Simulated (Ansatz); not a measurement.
CH3Se (SMILES C[Se]) moved off its minimum; all values from Ansatz (a program for electronic structure), cores frozen in correlated methods. Open shells are unrestricted.
(charge 0, multiplicity 2)
```xyz
5

C     -1.5231     0.0647    -0.0129
Se     0.5201     0.0457     0.0686
H     -1.8344    -0.5934    -0.7861
H     -1.7529     1.0264    -0.1095
H     -1.9999    -0.4567     0.8860
```

| level | largest force (eV/Å) | on atom | rms difference from CCSD(T)/cc-pVTZ (eV/Å) | dipole (D) |
|---|---|---|---|---|
| HF/def2-TZVPP | 5.48 | C1 | 0.186 | 1.72 |
| PBE/def2-TZVPP | 5.18 | C1 | 0.129 | 1.57 |
| r2SCAN/def2-TZVPP | 5.19 | C1 | 0.056 | 1.65 |
| B3LYP/def2-TZVPP | 5.12 | C1 | 0.051 | 1.55 |
| wB97M-V/def2-TZVPP | 5.30 | C1 | 0.110 | 1.52 |
| MP2/cc-pVTZ | 5.37 | C1 | 0.092 | 1.46 |
| CCSD(T)/cc-pVTZ | 5.25 | C1 | 0.000 | 1.48 |

The differences count from one level among others, with limits of its own. Forces at CCSD(T)/cc-pVTZ (eV/Å):

```
atom      Fx      Fy      Fz
----  ------  ------  ------
C1     1.664  -4.392   2.347
Se2   -1.163  -0.256   0.068
H3    -0.049  -0.174  -1.232
H4    -1.439   3.737  -0.471
H5     0.988   1.085  -0.712
```
